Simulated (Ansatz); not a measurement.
Z-matrix (Å, degrees):
```
C
C 1 1.530
H 1 1.093 2 112.0
H 1 1.094 2 110.9 3 120.3
H 1 1.094 2 110.6 3 -120.2
C 2 1.532 1 110.4 3 178.3
B 2 1.567 1 110.2 3 -61.1
H 2 1.097 1 108.3 3 60.0
H 6 1.094 2 111.0 1 61.7
H 6 1.094 2 110.5 1 -57.7
H 6 1.093 2 112.0 1 -177.9
S 7 1.776 2 125.7 1 123.5
H 7 1.198 2 120.6 1 -57.3
H 12 1.346 7 98.8 2 -0.8
```

Charge 0, multiplicity 1.

(1) List the r2SCAN/def2-TZVPP orbital energies in eV (the Gaussian-basis code of Ansatz). (Best estimate.)

Results:

(1) The calculation gave: Occupied: -2409.29, -272.89, -272.86, -272.85, -213.75, -180.59, -157.82, -157.69, -157.67, -20.63, -19.28, -17.80, -15.14, -12.82, -11.52, -11.22, -10.32, -9.69, -9.44, -8.95, -8.59, -7.99, -7.27, -7.23. Lowest empty: -1.45, 0.08, 1.19, 1.93, 2.18, 2.67, 2.80, 3.07.
